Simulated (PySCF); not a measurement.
Species, as SMILES: F[C]F (closed-shell singlet).
Geometry (B3LYP-D3(BJ)/def2-TZVP, fixed):
```xyz
3

F     -1.0201    -0.2528     0.0305
C     -0.0313     0.5961     0.0011
F      1.0410    -0.1446    -0.0312
```
Charge 0, spin multiplicity 1.

Basis-set convergence of the mean static polarisability at PBE0 with PySCF. All functions are spherical. Density fitting with generated auxiliary sets. No added dispersion term, no relativity. Reference: the value in d-aug-cc-pVTZ, 16.71 bohr³, itself unsure by roughly 0.3 % (its mean distance from aug-pcseg-3, aug-cc-pVQZ, aug-pcseg-2). Deviations are taken from unrounded values. Cost is core time over that of cc-pVTZ, rough, on shared machines of one kind; a dash marks a row that isn't timed (too short, read off another run, short of memory, by another algorithm or on other hardware).

```csv
basis,functions,mean static polarisability (bohr³),minus reference (%),cost
pcseg-0,27,10.17,-39.1,-
cc-pVDZ,42,11.26,-32.6,0.4×
def2-SVP,42,11.58,-30.7,0.4×
pcseg-1,42,12.07,-27.8,0.4×
cc-pVTZ,90,13.59,-18.6,1×
pcseg-2,90,14.77,-11.6,0.9×
def2-TZVPP,93,14.58,-12.7,1×
cc-pVQZ,165,14.95,-10.5,3×
def2-QZVPP,171,15.47,-7.4,4×
pcseg-3,180,16.09,-3.7,4×
```

Of the sets listed that have larger relatives (same family, alike in diffuse functions), none stays within 1 % of the reference together with them.
